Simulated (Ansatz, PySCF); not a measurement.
Gas-phase reaction (SMILES): C[Si](C)(C)[Si](F)(F)F + 7 [H][H] (H2) → 3 C (CH4) + 3 F (HF) + 2 [SiH4] (SiH4); energy of full hydrogenation.

Each molecule is optimised on its own at B3LYP-D3(BJ)/def2-TZVP (Ansatz, a quantum-chemistry and plane-wave program), one conformer each, not searched for the lowest. Cores are frozen in the correlated levels unless marked. Spin-orbit coupling is left out. Non-relativistic. CBS marks a two-point X^-3 extrapolation of the correlation energy; Hartree-Fock from the larger set. The bracket is a focal-point correction in the basis named. Thermal terms are rigid-rotor harmonic-oscillator values from B3LYP-D3(BJ) frequencies (Ansatz or PySCF) at 298.15 K and 1 atm. 1 Eh = 627.5095 kcal/mol.

```tsv
species	E, RI-MP2/CBS(aug-cc-pV(T+d)Z,aug-cc-pV(Q+d)Z)+[CCSD(T)-MP2]/aug-cc-pV(T+d)Z (Ansatz) (Eh)	E, PBE/def2-TZVPD (Ansatz) (Eh)	H - E (Eh)
C[Si](C)(C)[Si](F)(F)F	-997.36798	-997.94928	0.13418
[H][H] (H2)	-1.17524	-1.16589	0.01336
C (CH4)	-40.46129	-40.46301	0.04840
F (HF)	-100.39388	-100.39521	0.01259
[SiH4] (SiH4)	-291.46108	-291.72111	0.03520
```

Problem. Work out ΔE and ΔH at 298.15 K at the first level, then ΔH at the second.

Solution. 
1. ΔE = [3×(-40.46129) + 3×(-100.39388) + 2×(-291.46108)] - [(-997.36798) + 7×(-1.17524)] = 0.10699 Eh = 67.1 kcal/mol at RI-MP2/CBS(aug-cc-pV(T+d)Z,aug-cc-pV(Q+d)Z)+[CCSD(T)-MP2]/aug-cc-pV(T+d)Z.
2. The terms H - E add up to 0.02567 Eh, so ΔH = (0.10699 + (0.02567))×627.5095 = 83.2 kcal/mol.
3. At PBE/def2-TZVPD the same steps give ΔE = 58.8 and ΔH = 74.9 kcal/mol, a shift of -8.3 from the first level.
4. These values are not checked against measurement here, since the tables used lack a sound gas-phase enthalpy of formation for at least one species.
